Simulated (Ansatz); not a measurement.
**Molecular dynamics of CH5ClOZn**

The input (input.yaml):

```yaml
crystal:
  periodic: [false, false, false]
  atoms:
    - { symbol: Zn, position_ang: [-1.029724, -0.545513, -1.209981] }
    - { symbol: H, position_ang: [0.519604, -1.592494, -1.428176] }
    - { symbol: Cl, position_ang: [-2.750225, 0.053474, -2.300594] }
    - { symbol: H, position_ang: [0.634946, -1.144878, -0.554998] }
    - { symbol: O, position_ang: [0.044996, -0.438456, 0.408408] }
    - { symbol: C, position_ang: [0.54219, 0.680659, 1.112527] }
    - { symbol: H, position_ang: [1.163208, 0.346808, 1.972955] }
    - { symbol: H, position_ang: [1.169852, 1.35123, 0.477721] }
    - { symbol: H, position_ang: [-0.294849, 1.289072, 1.522138] }
basis:
  gaussian: { orbitals: def2-SVP }
hamiltonian:
  xc: pbe
  dispersion: d4
md:
  timestep: 0.5
  n_steps: 200
  ensemble: nve
  temperature: 300.0
  initial_velocities: maxwell_boltzmann
  seed: 7869
```

Run as:

```bash
$ ansatz run input.yaml --threads 2 --pin off --max-ram 3072MiB --backend cpu --events-out ev --progress --plain --runs-dir out
```

It starts at the highest image of a converged band. Of that band: The profile has 2 maxima (images 3, 5) with wells between them (image 4): this band takes more than one step, which may be the mechanism or a detour left from its start path. A vibrational analysis at the climbing image gives one clearly imaginary mode, 914i cm⁻¹: a first-order saddle point.

Output, in part (step lines, the closing report, with atoms numbered from 0):

```
md step     0: t =     0.00 fs  T =   300.0 K  F+E_penalty+E_count = -64078.44962626 eV  E_kin = 0.271446 eV  conserved = -64078.17818026 eV  (27 SCF iters)
md step     1: t =     0.50 fs  T =   290.0 K  F+E_penalty+E_count = -64078.44030142 eV  E_kin = 0.262398 eV  conserved = -64078.17790306 eV  (30 SCF iters)
md step     2: t =     1.00 fs  T =   263.2 K  F+E_penalty+E_count = -64078.41562007 eV  E_kin = 0.238135 eV  conserved = -64078.17748471 eV  (30 SCF iters)
md step     3: t =     1.50 fs  T =   226.2 K  F+E_penalty+E_count = -64078.38173141 eV  E_kin = 0.204675 eV  conserved = -64078.17705610 eV  (31 SCF iters)
md step     4: t =     2.00 fs  T =   186.3 K  F+E_penalty+E_count = -64078.34527188 eV  E_kin = 0.168597 eV  conserved = -64078.17667440 eV  (30 SCF iters)
md step     5: t =     2.50 fs  T =   150.2 K  F+E_penalty+E_count = -64078.31229661 eV  E_kin = 0.135928 eV  conserved = -64078.17636853 eV  (30 SCF iters)
md step     6: t =     3.00 fs  T =   123.3 K  F+E_penalty+E_count = -64078.28769417 eV  E_kin = 0.111531 eV  conserved = -64078.17616351 eV  (30 SCF iters)
md step     7: t =     3.50 fs  T =   109.0 K  F+E_penalty+E_count = -64078.27472956 eV  E_kin = 0.098645 eV  conserved = -64078.17608426 eV  (30 SCF iters)
[... lines left out ...]
Total energy: -64078.47955816 eV, -2354.8406898088 hartree
Atom 0 at    -1.064590    -0.231145    -0.976323 Å, force    -1.934892    -0.412298    -2.149703 eV/Å
Atom 1 at     0.324938    -4.054943    -2.527429 Å, force     0.317014    -1.057064    -1.634191 eV/Å
Atom 2 at    -2.669354    -0.206754    -2.434736 Å, force     0.567101     0.147702     0.601122 eV/Å
Atom 3 at     0.205889    -3.668165    -1.933613 Å, force    -0.321816     1.086654     1.649055 eV/Å
Atom 4 at     0.256656    -0.656053     0.064363 Å, force     0.950246     0.700771     1.189442 eV/Å
Atom 5 at     0.347092     0.491565     0.923651 Å, force    -0.999812    -0.942368     1.653539 eV/Å
Atom 6 at     0.907910     0.238557     1.855727 Å, force     0.309681    -0.058357    -0.262783 eV/Å
Atom 7 at     0.791281     1.376580     0.482625 Å, force     0.579130     0.724350    -0.524075 eV/Å
Atom 8 at    -0.654662     0.826189     1.385869 Å, force     0.533347    -0.189392    -0.522407 eV/Å
Dipole moment:     0.137035     0.322829     0.312332 e Å
```

The steps, from the saved trajectory:

```json
{"time (fs)": "0.0", "T (K)": "300", "potential energy less start (eV)": "0.000", "conserved less start (meV/atom)": "0.00"}
{"time (fs)": "3.0", "T (K)": "123", "potential energy less start (eV)": "0.162", "conserved less start (meV/atom)": "0.22"}
{"time (fs)": "6.0", "T (K)": "190", "potential energy less start (eV)": "0.100", "conserved less start (meV/atom)": "0.07"}
{"time (fs)": "9.0", "T (K)": "146", "potential energy less start (eV)": "0.142", "conserved less start (meV/atom)": "0.25"}
{"time (fs)": "12.0", "T (K)": "273", "potential energy less start (eV)": "0.025", "conserved less start (meV/atom)": "0.07"}
{"time (fs)": "15.0", "T (K)": "218", "potential energy less start (eV)": "0.076", "conserved less start (meV/atom)": "0.18"}
{"time (fs)": "18.0", "T (K)": "260", "potential energy less start (eV)": "0.037", "conserved less start (meV/atom)": "0.11"}
{"time (fs)": "21.0", "T (K)": "264", "potential energy less start (eV)": "0.034", "conserved less start (meV/atom)": "0.18"}
{"time (fs)": "24.0", "T (K)": "360", "potential energy less start (eV)": "-0.053", "conserved less start (meV/atom)": "0.12"}
{"time (fs)": "27.0", "T (K)": "345", "potential energy less start (eV)": "-0.040", "conserved less start (meV/atom)": "0.15"}
{"time (fs)": "30.0", "T (K)": "451", "potential energy less start (eV)": "-0.137", "conserved less start (meV/atom)": "-0.06"}
{"time (fs)": "33.0", "T (K)": "369", "potential energy less start (eV)": "-0.061", "conserved less start (meV/atom)": "0.21"}
{"time (fs)": "36.0", "T (K)": "433", "potential energy less start (eV)": "-0.119", "conserved less start (meV/atom)": "0.14"}
{"time (fs)": "39.0", "T (K)": "427", "potential energy less start (eV)": "-0.114", "conserved less start (meV/atom)": "0.09"}
{"time (fs)": "42.0", "T (K)": "460", "potential energy less start (eV)": "-0.144", "conserved less start (meV/atom)": "0.06"}
{"time (fs)": "45.0", "T (K)": "439", "potential energy less start (eV)": "-0.124", "conserved less start (meV/atom)": "0.22"}
{"time (fs)": "48.0", "T (K)": "470", "potential energy less start (eV)": "-0.153", "conserved less start (meV/atom)": "0.16"}
{"time (fs)": "51.0", "T (K)": "499", "potential energy less start (eV)": "-0.180", "conserved less start (meV/atom)": "0.03"}
{"time (fs)": "54.0", "T (K)": "529", "potential energy less start (eV)": "-0.207", "conserved less start (meV/atom)": "0.03"}
{"time (fs)": "57.0", "T (K)": "574", "potential energy less start (eV)": "-0.247", "conserved less start (meV/atom)": "0.15"}
{"time (fs)": "60.0", "T (K)": "630", "potential energy less start (eV)": "-0.298", "conserved less start (meV/atom)": "0.09"}
{"time (fs)": "63.0", "T (K)": "674", "potential energy less start (eV)": "-0.338", "conserved less start (meV/atom)": "0.01"}
{"time (fs)": "66.0", "T (K)": "622", "potential energy less start (eV)": "-0.290", "conserved less start (meV/atom)": "0.15"}
{"time (fs)": "69.0", "T (K)": "631", "potential energy less start (eV)": "-0.298", "conserved less start (meV/atom)": "0.18"}
{"time (fs)": "72.0", "T (K)": "574", "potential energy less start (eV)": "-0.246", "conserved less start (meV/atom)": "0.18"}
{"time (fs)": "75.0", "T (K)": "602", "potential energy less start (eV)": "-0.274", "conserved less start (meV/atom)": "-0.04"}
{"time (fs)": "78.0", "T (K)": "508", "potential energy less start (eV)": "-0.187", "conserved less start (meV/atom)": "0.08"}
{"time (fs)": "81.0", "T (K)": "498", "potential energy less start (eV)": "-0.178", "conserved less start (meV/atom)": "0.15"}
{"time (fs)": "84.0", "T (K)": "448", "potential energy less start (eV)": "-0.132", "conserved less start (meV/atom)": "0.17"}
{"time (fs)": "87.0", "T (K)": "510", "potential energy less start (eV)": "-0.190", "conserved less start (meV/atom)": "0.00"}
{"time (fs)": "90.0", "T (K)": "456", "potential energy less start (eV)": "-0.140", "conserved less start (meV/atom)": "0.14"}
{"time (fs)": "93.0", "T (K)": "481", "potential energy less start (eV)": "-0.162", "conserved less start (meV/atom)": "0.15"}
{"time (fs)": "96.0", "T (K)": "383", "potential energy less start (eV)": "-0.073", "conserved less start (meV/atom)": "0.22"}
{"time (fs)": "99.0", "T (K)": "409", "potential energy less start (eV)": "-0.099", "conserved less start (meV/atom)": "-0.06"}
```

All steps were run. The conserved energy stayed within 0.3 meV per atom of its start (net change 0.15 meV per atom), so the integration is sound. The kinetic energy rose, since the run started high on the potential surface and went downhill. It ends in pieces (CH3ClOZn + H2), so much of that is their flight and rotation, not heat. A run of 0.1 ps of so small a system gives no equilibrium averages. The orbitals stay closed-shell, which can raise the energy where a bond breaks towards radicals; this wasn't checked here.

Between its relaxed ends the band would form H2–H4 and break Zn1–H2, H4–O5. These pairs go: H2–H4 0.99 → 0.72 Å, Zn1–H2 1.88 → 4.35 Å, H4–O5 1.33 → 3.61 Å. In the last frame they stand as after the step (other bonds may differ from the relaxed reactants and products). Also parted: Zn1–H4 1.89 → 3.79 Å. It ends as CH3ClOZn + H2. Pairs count as bonded within 1.25 times the sum of covalent radii (0.12 Å more for H–H).

Last frame:

```xyz
9
Properties=species:S:1:pos:R:3
Zn -1.065 -0.231 -0.976
H 0.325 -4.055 -2.527
Cl -2.669 -0.207 -2.435
H 0.206 -3.668 -1.934
O 0.257 -0.656 0.064
C 0.347 0.492 0.924
H 0.908 0.239 1.856
H 0.791 1.377 0.483
H -0.655 0.826 1.386
```

The run took 4.3 min on 2 threads of Intel(R) Xeon(R) Platinum 8488C (Sapphire Rapids) (shared host), peak memory 0.16 GiB.
